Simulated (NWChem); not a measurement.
Molecule: InNH4O; SMILES [NH2][InH][OH]

```xyz
7

In    -0.2880    -0.0040     0.0006
H     -1.9972    -0.0986    -0.0748
O      0.9080    -1.6121    -0.0011
H      0.4220    -2.4417    -0.0520
N      0.8664     1.6460    -0.0472
H      1.8478     1.5593     0.1968
H      0.5091     2.5502     0.2405
```
Atoms are numbered in this order, from 1.

Coordinates come from a PBE0/def2-SVP optimisation. No frequency run checked for a minimum. def2 effective core potentials on In; no spin-orbit coupling.

List the 4 lowest vertical singlet excitations from B3LYP/def2-SVPD with def2 effective core potentials on In, TDA (NWChem).


```tsv
state	energy (eV)	oscillator strength	leading excitation (squared amplitude)
S1	4.88	0.023	HOMO → LUMO+1 (0.65)
S2	5.32	0.068	HOMO → LUMO (0.59)
S3	5.86	0.073	HOMO−1 → LUMO (0.58)
S4	5.97	0.004	HOMO−2 → LUMO (0.42)
```
